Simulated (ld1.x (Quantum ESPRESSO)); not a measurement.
Reading a pseudo-wave (nickel (Ni))

Columns: radius, all-electron u(r) and pseudo u(r) of the 3p shell (level -80.51 eV) of nickel in the configuration [Ne] 3s2 3p6 3d8 4s1 4p0; PBE, scalar-relativistic, TM semilocal scheme, ld1.x (Quantum ESPRESSO) 7.5.

```csv
r (bohr),all-electron,pseudo
0.075,0.4844,-0.0393
0.150,0.6199,-0.1529
0.225,0.2928,-0.3277
0.300,-0.1833,-0.5428
0.375,-0.6150,-0.7696
0.450,-0.9305,-0.9747
0.525,-1.1221,-1.1268
0.600,-1.2087,-1.2072
0.675,-1.2179,-1.2174
0.750,-1.1747,-1.1747
0.825,-1.0998,-1.0998
0.900,-1.0078,-1.0078
0.975,-0.9091,-0.9091
1.050,-0.8104,-0.8104
1.125,-0.7157,-0.7157
1.200,-0.6276,-0.6276
1.275,-0.5471,-0.5471
1.350,-0.4748,-0.4748
1.425,-0.4104,-0.4104
1.500,-0.3536,-0.3536
1.575,-0.3039,-0.3039
1.650,-0.2606,-0.2606
1.725,-0.2230,-0.2230
1.800,-0.1906,-0.1906
1.875,-0.1625,-0.1625
1.950,-0.1385,-0.1385
```

Task: How many radial nodes do the two functions have?

Result: The all-electron 3p function has n − l − 1 = 1; the pseudo-wave has 0, since the states of the same l below it are removed with the core.

Task: At about which radius was the pseudo-wave matched?

Result: 0.80 bohr. The columns agree to 0.0005 from 0.68 bohr on; several derivatives are matched, so the curves merge somewhat inside the radius.

Task: Is the pseudo-wave norm-conserving?

Result: Yes: the TM semilocal scheme keeps the norm inside the radius equal to the all-electron one, which fixes the energy derivative of the logarithmic derivative at the level.
